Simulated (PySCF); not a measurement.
**CsPb and its ions**

PBE0; PySCF, scalar-relativistic core potentials, basis sets Cs def2-SVP with ECP46, Pb def2-SVP with ECP60. Neutral (UKS): quartet (σ ↑, π ↑↑), Re = 3.627 Å, ωe = 74.8 cm⁻¹, De = 1.30 eV, HOMO -3.42 eV, LUMO -1.44 eV.

CsPb⁺ (UKS): triplet (σ ↑, π ↑), Re = 4.311 Å, ωe = 35.3 cm⁻¹. The energies at the minima are -213.02084 hartree for CsPb and -212.83926 for CsPb⁺.

(1) Work out the adiabatic ionisation energy, without and with harmonic zero-point energies (1 hartree = 27.2114 eV, 1 eV = 8065.5 cm⁻¹), and the change of the bond length.

Spin–orbit coupling is left out, which matters for elements this heavy, above all for dissociation energies. States were picked by a PBE0 search and need not be the measured ground states.

## Answers

(1) At PBE0: 0.18158 hartree = 4.941 eV between the minima; the zero-point term (35.3 − 74.8)/2 cm⁻¹ = -0.002 eV makes it 4.939 eV. Re changes by +68.4 pm against the neutral. The electron leaves a π orbital, and the ion is left as a loose complex of an ion and an atom.
